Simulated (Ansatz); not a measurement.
Ligand exchange: BH3 + C2H3I → BH2I + C2H4

Gas-phase species: BH3 (borane) `B`, singlet; C2H3I (vinyl iodide) `C=CI`, singlet; BH2I `BI`, singlet; C2H4 (ethylene) `C=C`, singlet. The partners trade H for I: B–H and C–I bonds give way to B–I and C–H.

Shapes, held fixed at every level: PBE0-D4/def2-TZVP. Programs: Ansatz 0.2.0. The zero-point and thermal change to 298 K, harmonic and unscaled (PBE0-D4/def2-TZVP), is +7.5 kJ/mol.

```tsv
level	kind	ΔH(298 K) (kJ/mol)	less CCSD(T)/def2-TZVPP	CPU time (sum over the molecules)
PBE-D4/def2-TZVPP	GGA	-116.3	-0.9	12 s
r2SCAN-D4/def2-TZVPP	meta-GGA	-117.8	-2.4	21 s
BHLYP-D4/def2-TZVPP	global hybrid	-113.7	+1.7	12 s
r2SCAN0-D4/def2-TZVPP	global hybrid	-119.9	-4.5	19 s
wB97X-V/def2-TZVPP	range-separated hybrid	-112.4	+3.0	29 s
B2PLYP/def2-TZVPP	double hybrid	-114.8	+0.6	20 s
MP2/def2-TZVPP	perturbation theory	-113.7	+1.7	–
CCSD(T)/def2-TZVPP	coupled cluster or CI	-115.4	0.0	–
```

The highest level, CCSD(T)/def2-TZVPP, gives ΔH(298 K) = -115.4 kJ/mol; the levels span -119.9 to -112.4. The column of differences is taken from that level and isn't an error. No measured value is set beside it here. For atoms past krypton def2 sets carry core potentials with scalar relativity. Outer-core shells of I are correlated, in sets that cover them unevenly. Times are processor times on shared x86 and Arm servers, and rough.
